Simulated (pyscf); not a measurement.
PySCF, gas phase, ωB97X-D3(BJ)/def2-SVP geometries.

Question: Estimate by transition-state theory the rate constant of `[SiH3][Te][SiH3]` + `[Cl][Ge][Cl]` [singlet] → `[SiH3][Cl]` + `[SiH3][Te][Ge][Cl]` [singlet] (singlet surface; Si–Te, Cl–Ge broken, Cl–Si, Ge–Te formed) at 298 K, with ωB97M-D3(BJ)/def2-TZVP energies (ideal gas, 1 atm, RRHO with modes under 100 cm⁻¹ raised to 100, one conformer, R ln 2 for chiral ones without a mode under 150 cm⁻¹; no tunnelling).

Answer: The electronic barrier is 9.6 kcal/mol and the thermal terms add +14.7, so ΔG‡ = 24.3 kcal/mol. With k_BT/h = 6.21e+12 s⁻¹ and RT = 0.592 kcal/mol, and a volume of 4.06e-20 cm³ per molecule at 1 atm, k = 3.8e-25 cm³ molecule⁻¹ s⁻¹. Wigner's tunnelling factor for 276i cm⁻¹ would be 1.07. A shift of 1 kcal/mol in the barrier changes k by a factor 5.4. On the reactant side the descent ends in an adduct with a Ge–Te contact, 19.5 kcal/mol under the separated species and 20.7 kcal/mol under the saddle at ωB97X-D3(BJ)/def2-TZVP. On the product side the descent ends in a complex, 7.3 kcal/mol under the separated species and 15.3 kcal/mol under the saddle at ωB97X-D3(BJ)/def2-TZVP. What is counted as formed (Ge–Te) is already present as a longer contact in the reactant adduct; forming that adduct is a step of its own. At ωB97X-D3(BJ)/def2-TZVP the barrier from the zero used here is 1.2 kcal/mol. One saddle was located; it need not be the lowest between these sides. Elements up to Kr have no core potential and no relativistic terms here. Elements past Kr carry the def2 core potentials, without spin-orbit coupling.
